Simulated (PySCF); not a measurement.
Cd(Me)2 (C₂H₆Cd), SMILES [CH3][Cd][CH3].

Coordinates come from a B3LYP-D3(BJ)/def2-SVP optimisation. The isomer is the one that the SMILES or the coordinates give; other isomers of the formula were not compared. The def2 effective core potentials stand for the cores of Cd; spin–orbit coupling is left out.

Two levels are set side by side: PBE/def2-TZVPD (PySCF) and ωB97X/def2-TZVPD (PySCF). Same geometry, gas phase. Differences are taken from unrounded values.

| quantity | ωB97X | PBE | PBE minus ωB97X |
|---|---|---|---|
| orbital gap (eV) | 10.71 | 5.01 | -5.70 |
| highest occupied level (eV) | -9.10 | -5.79 | 3.31 |
| lowest empty level (eV) | 1.61 | -0.78 | -2.39 |
| mean polarisability (bohr³) | 60.8 | 65.4 | 4.6 |

PBE's occupied levels lie high since its potential decays too fast outside the molecule; exact exchange lowers them and widens the gap. Loosely held outer electrons make PBE densities more polarisable. Differences between two approximate levels are no errors against the true value.

Rough cost on one machine, each run with all the roots and properties that it gave: ωB97X against PBE within a factor of 2.
